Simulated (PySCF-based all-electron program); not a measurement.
# Bond force of RbI, singlet

All-electron Kohn–Sham DFT on the free molecule, computed near the basis limit with an in-house program on PySCF integrals; Koelling–Harmon scalar relativity, no spin–orbit coupling, spin-restricted. Forces are good to about 0.002 eV/Å. A positive force pushes the atoms apart.

```tsv
r (Å)	PBE (eV/Å)
2.7005	3.614
2.8593	?
3.177	0.015
```

Problem. Fill in the missing PBE forces.

Solution. 2.8593 Å: 1.839 eV/Å.
